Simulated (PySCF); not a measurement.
Which level of theory gave which numbers?

Species: C3H2F6.
Structure used (PBE0-D3(BJ)/def2-TZVP), in Å, numbered top down from 1:
```
atom  x, y, z in Å
F1     0.6585    1.6875   -0.9795
C2     0.7517    0.3282   -1.0578
C3     0.4127   -0.3137    0.2746
F4     0.5868   -1.6454    0.1297
F5     1.2444    0.1221    1.2351
C6    -1.0348   -0.0924    0.7680
F7    -1.2543    1.1860    1.0391
F8    -1.8931   -0.4823   -0.1749
F9    -1.2608   -0.8048    1.8639
H10    0.0699   -0.0438   -1.8254
H11    1.7797    0.0448   -1.2992
```

The closed-shell ground state was solved 4 times with PySCF (density fitting, gas phase), always in the pcSseg-2 basis (352 functions), with these functionals: B97-2, KT3, PBE0 and wB97X-D. Isolated species at its PBE0-D3(BJ)/def2-TZVP geometry (one conformer only).

```csv
row,total energy (Eh),HOMO (eV),LUMO (eV),dipole (D)
P,-714.6807,-12.17,2.40,2.00
Q,-714.1875,-10.24,0.57,1.98
R,-714.6590,-9.94,0.58,1.97
S,-723.7175,-8.63,-0.53,1.85
```

**Question.** Which functional belongs to which row?

**Answer.** P = wB97X-D, Q = PBE0, R = B97-2, S = KT3. By rising HOMO–LUMO gap: KT3 (GGA) 8.10 eV; B97-2 (global hybrid, 21 % exact exchange) 10.52 eV; PBE0 (global hybrid, 25 % exact exchange) 10.81 eV; wB97X-D (range-separated hybrid) 14.57 eV. Total energies of different functionals aren't bounds to one another; each is stationary for its own functional.

Note: wB97X-D ran without an empirical dispersion term, which enters the total energy and its gradient alone.
